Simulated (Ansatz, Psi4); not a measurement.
Molecule: BH2S3, charge 0, multiplicity 2. SMILES: B([S])(S)S
Geometry: optimised at B3LYP-D3(BJ)/def2-TZVP (Ansatz, an electronic-structure program).

Wanted: atomisation energy, in kcal/mol. Set-up: non-relativistic; no dispersion term unless named; no spin-orbit coupling; 6-31G* and kin with 6d, 5d where marked; atomisation electronic, to ground-state atoms; UHF or UKS for open shells; valence correlation only. CBS(X,Y): correlation extrapolated as X^-3; Hartree-Fock from the larger set. Ab initio and DFT rows: single points at B3LYP-D3(BJ) geometries (Ansatz).

```json
[
 {"species": "[S]B(S)S", "coefficient": "-1", "E at wB97X-D/6-31G* (Psi4), Eh": "-1220.59928", "E at PBE0/def2-TZVPD (Ansatz), Eh": "-1220.27416"},
 {"species": "B atom", "coefficient": "+1", "E at wB97X-D/6-31G* (Psi4), Eh": "-24.64204", "E at PBE0/def2-TZVPD (Ansatz), Eh": "-24.61833"},
 {"species": "H atom", "coefficient": "+2", "E at wB97X-D/6-31G* (Psi4), Eh": "-0.50061", "E at PBE0/def2-TZVPD (Ansatz), Eh": "-0.50104"},
 {"species": "S atom", "coefficient": "+3", "E at wB97X-D/6-31G* (Psi4), Eh": "-398.08112", "E at PBE0/def2-TZVPD (Ansatz), Eh": "-397.97420"}
]
```

Coupled cluster (Ansatz) is a level with limits of its own, used here on species with T1 under 0.025 (0.045 for open shells) and stable references: CCSD(T)/CBS(aug-cc-pV(T+d)Z,aug-cc-pV(Q+d)Z). Value to compare with, CCSD(T)/CBS(aug-cc-pV(T+d)Z,aug-cc-pV(Q+d)Z) (Ansatz): 453.1 kcal/mol. 1 Eh = 627.5095 kcal/mol.

Problem. Work the quantity out at each level, and compare with CCSD(T)/CBS(aug-cc-pV(T+d)Z,aug-cc-pV(Q+d)Z) (Ansatz).

Solution. 
- wB97X-D/6-31G*: the sum of coefficient times E is 0.71266 Eh, or 447.20 kcal/mol. Result: 447.2 kcal/mol. Its difference against CCSD(T)/CBS(aug-cc-pV(T+d)Z,aug-cc-pV(Q+d)Z) (Ansatz) is -5.9 kcal/mol.
- PBE0/def2-TZVPD: the sum of coefficient times E is 0.73115 Eh, or 458.80 kcal/mol. Result: 458.8 kcal/mol. Its difference against CCSD(T)/CBS(aug-cc-pV(T+d)Z,aug-cc-pV(Q+d)Z) (Ansatz) is 5.7 kcal/mol.
